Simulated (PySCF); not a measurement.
Br3Pb (SMILES [Br][Pb-]([Br])[Br]), charge -1, singlet, geometry from GFN2-xTB (such geometries of metal compounds can be far from the true shape) (core potentials on Pb), with bond 3-1 at 2.0 times its length; DF-SVWN5/def2-TZVP (PySCF).

Here is a job for PySCF.
```python
from pyscf import gto, scf, dft

mol = gto.M(
    atom='''
Pb    0.003814   -0.000152    0.643757
Br    0.600577   -2.355200   -0.506874
Br    3.466136    3.401120   -1.669036
Br   -2.344487    0.655071   -0.488718
''',
    basis='def2-tzvp',
    ecp={'Pb': 'def2-tzvp'},
    charge=-1,
    spin=0,
    verbose=4,
)

mf = dft.RKS(mol)
mf.xc = 'lda,vwn'
mf.init_guess = 'sap'
mf = mf.density_fit(auxbasis='def2-universal-jkfit')
mf.kernel()
mf.analyze()
```

The log (banner, timings and long lists left out):

```
PySCF version 2.14.0

[INPUT] verbose = 4
[INPUT] num. atoms = 4
[INPUT] num. electrons = 128
[INPUT] charge = -1
[INPUT] spin (= nelec alpha-beta = 2S) = 0
[INPUT] symmetry False subgroup None
[INPUT] Mole.unit = angstrom
[INPUT] Symbol           X                Y                Z      unit          X                Y                Z       unit  Magmom
[...]
nuclear repulsion = 731.281194433954
number of shells = 64
number of NR pGTOs = 400
number of NR cGTOs = 194
basis = def2-tzvp
ecp = {'Pb': 'def2-tzvp'}

******** <class 'pyscf.df.df_jk.DFRKS'> ********
method = DFRKS
initial guess = sap
damping factor = 0
level_shift factor = 0
DIIS = <class 'pyscf.scf.diis.CDIIS'>
diis_start_cycle = 1
diis_space = 8
diis_damp = 0
SCF conv_tol = 1e-09
SCF conv_tol_grad = None
SCF max_cycles = 50
direct_scf = False
XC library pyscf.dft.libxc version 7.1.2
    S. Lehtola, C. Steigemann, M. J. T. Oliveira, and M. A. L. Marques,  SoftwareX 7, 1–5 (2018)
XC functionals = lda,vwn
    P. A. M. Dirac,  Math. Proc. Cambridge Philos. Soc. 26, 376 (1930)
    F. Bloch,  Z. Phys. 57, 545 (1929)
    S. H. Vosko, L. Wilk, and M. Nusair,  Can. J. Phys. 58, 1200 (1980)
radial grids:
    Treutler-Ahlrichs [JCP 102, 346 (1995); DOI:10.1063/1.469408] (M4) radial grids

becke partition: Becke, JCP 88, 2547 (1988); DOI:10.1063/1.454033
pruning grids: <function nwchem_prune>
grids dens level: 3
symmetrized grids: False
atomic radii adjust function: <function treutler_atomic_radii_adjust>
small_rho_cutoff = 0
Set gradient conv threshold to 3.16228e-05
Initial guess from superposition of atomic potentials (doi:10.1021/acs.jctc.8b01089)
This is the Gaussian fit version as described in doi:10.1063/5.0004046.
Found SAP basis sapgrasplarge

WARN: SAP basis coefficients must be equal or closeto total electronic charge: -187.0 !≃ 128
Check fails with value 59.0

[...]
tot grids = 84504
init E= -6996.1283733256
[...]
cycle= 1 E= -7291.10962146684  delta_E= -295  |g|=   25  |ddm|= 96.5
[...]
cycle= 2 E= -6284.90114743858  delta_E= 1.01e+03  |g|= 25.3  |ddm|=  143
[...]
cycle= 3 E= -7621.39085714824  delta_E= -1.34e+03  |g|=   23  |ddm|=  128
[...]
cycle= 4 E= -7858.96294605608  delta_E= -238  |g|=   16  |ddm|= 18.8
[...]
cycle= 5 E= -7503.58406094948  delta_E=  355  |g|= 19.9  |ddm|= 10.5
[...]
cycle= 6 E= -7874.19781924295  delta_E= -371  |g|= 10.5  |ddm|= 8.03
[...]
cycle= 7 E= -7721.89957545263  delta_E=  152  |g|= 17.1  |ddm|= 13.6
[...]
[...]
[...]
cycle= 21 E= -7904.66883516484  delta_E= -0.163  |g|= 0.118  |ddm|=  1.3

WARN: HOMO -0.0280262906760122 == LUMO -0.0276415779662258

cycle= 22 E= -7903.89038173778  delta_E= 0.778  |g|= 0.711  |ddm|= 2.11

WARN: HOMO -0.0362010878677598 == LUMO -0.0352614437817172

cycle= 23 E= -7903.96982436282  delta_E= -0.0794  |g|= 0.729  |ddm|= 1.76
[...]
cycle= 24 E= -7904.67691557256  delta_E= -0.707  |g|= 0.0589  |ddm|= 1.96
[...]
cycle= 25 E= -7904.66487244688  delta_E= 0.012  |g|= 0.14  |ddm|= 0.264

WARN: HOMO -0.039571303651785 == LUMO -0.0386697601028503

cycle= 26 E= -7904.66436559509  delta_E= 0.000507  |g|= 0.143  |ddm|= 0.0479
[...]
cycle= 27 E= -7904.67636308605  delta_E= -0.012  |g|= 0.0527  |ddm|= 0.518
[...]
cycle= 28 E= -7904.6781811915  delta_E= -0.00182  |g|= 0.033  |ddm|= 0.0958
[...]
cycle= 29 E= -7904.67802574158  delta_E= 0.000155  |g|= 0.0339  |ddm|= 0.0357
[...]
cycle= 30 E= -7904.67824936327  delta_E= -0.000224  |g|= 0.0301  |ddm|= 0.0154
[...]
cycle= 31 E= -7904.67863111805  delta_E= -0.000382  |g|= 0.0221  |ddm|= 0.0267
[...]
cycle= 32 E= -7904.67906509147  delta_E= -0.000434  |g|= 0.00337  |ddm|= 0.0741
[...]
cycle= 33 E= -7904.67906787754  delta_E= -2.79e-06  |g|= 0.00209  |ddm|= 0.0154
[...]
cycle= 34 E= -7904.67907069698  delta_E= -2.82e-06  |g|= 0.000841  |ddm|= 0.00581
[...]
cycle= 35 E= -7904.67907127351  delta_E= -5.77e-07  |g|= 0.00016  |ddm|= 0.00316
[...]
cycle= 36 E= -7904.67907129002  delta_E= -1.65e-08  |g|= 9.14e-05  |ddm|= 0.000922
[...]
cycle= 37 E= -7904.6790712969  delta_E= -6.87e-09  |g|= 2.19e-05  |ddm|= 0.000346
[...]
cycle= 38 E= -7904.6790712973  delta_E= -4.09e-10  |g|= 3.62e-06  |ddm|= 6.15e-05
[...]
Extra cycle  E= -7904.67907129503  delta_E= 2.27e-09  |g|= 5.27e-05  |ddm|= 0.00016
converged SCF energy = -7904.67907129503
**** SCF Summaries ****
Total Energy =                       -7904.679071295032372
Nuclear Repulsion Energy =             731.281194433954283
One-electron Energy =               -12562.186471386616176
Two-electron Energy =                 3926.226205657630089
Two-electron Coulomb Energy =         4205.378416394005399
DFT Exchange-Correlation Energy =     -279.152210736375423
HOMO-LUMO gap [eV] =                     0.125441985451862
**** MO energy ****
[...]
WARN: System has nonzero charge -1; the dipole moment is origin-dependent.
Location of origin: [0. 0. 0.]

Dipole moment(X, Y, Z, Debye): -9.45848, -9.30574,  8.63763
```
